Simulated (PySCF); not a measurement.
A GIAO shielding run with PySCF 2.14 (density fitting, non-relativistic, gas phase) on `CC1([SiH](F)F)CC(=S)C1`, C5H8F2SSi:

```
$ OMP_NUM_THREADS=1 python probes_run.py task.json out

{"job": {"kind": "nmr", "xc": "PBE0", "basis": "pcSseg-1"}, "charge": 0, "multiplicity": 1}
C     -0.727394    -1.536664    -0.039908
C     -0.193840    -0.107109    -0.038789
Si    -1.582204     1.181060    -0.145442
F     -0.939568     2.642075    -0.052786
F     -2.459263     1.116170     1.189582
C      0.968467     0.075208    -1.052627
C      1.921002     0.178545     0.096794
S      3.525531     0.264042     0.198801
C      0.826040     0.130691     1.113243
H     -1.249354    -1.751240    -0.970510
H      0.088794    -2.249581     0.068426
H     -1.423395    -1.684616     0.783050
H     -2.460783     1.139280    -1.287391
H      0.929946     0.983078    -1.655758
H      1.149129    -0.766345    -1.721577
H      0.907722    -0.671863     1.846465
H      0.712171     1.069298     1.658515
```

Hardware: 1 thread of an Arm Neoverse N1, shared host. The job also computes population analyses, field gradients, ring-centre shieldings.

**Question.** How large is the calculation?

**Answer.** 86 electrons, 207 basis functions and 1119 auxiliary functions.

**Question.** How long does it take, and how much memory does it need?

**Answer.** 80 s of wall time, with 14 SCF cycles and 5 response iterations; peak memory 0.93 GiB. Times on a shared host scatter by some tens of per cent.
